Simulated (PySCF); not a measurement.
**Cu₃N: from structure and modes to constants**

Level of theory: PBE0/[N def2-SVP, Cu def2-SVP], no relativity, density fitting, PySCF.

The singlet minimum has C3v symmetry. Masses (u): N 14.00307, Cu 62.92960.

```xyz
4
charge 0 multiplicity 1, angstrom
N     0.0000    0.0000   -1.0092
Cu    1.4595    0.0000    0.0748
Cu   -0.7297    1.2639    0.0748
Cu   -0.7297   -1.2639    0.0748
```

Harmonic wavenumbers (cm⁻¹): 114.2 (e, ×2), 174.5 (a1, ×1), 537.0 (e, ×2), 616.5 (a1, ×1).

(1) Find the principal moments of inertia and the rotational constants. What kind of rotor is it?

(2) Give the standard entropy (298.15 K, 1 bar) by its translational, rotational, vibrational and spin parts, and Cp.

Answers

(1) About the centre of mass I = 216.38, 216.38, 402.12 u Å². With B = 16.8576/I this gives 0.07791, 0.07791, 0.04192 cm⁻¹. The molecule is an oblate symmetric top.

(2) Sackur–Tetrode with M = 202.79 u gives 175.1; rotation with symmetry number 3 gives 109.0; vibration 43.3; spin R ln 1 = 0.0. The total is 327.4 J/(mol K), and Cp = 4 R + 38.0 = 71.3 J/(mol K).

Only a few start shapes were tried, so a lower isomer may exist.
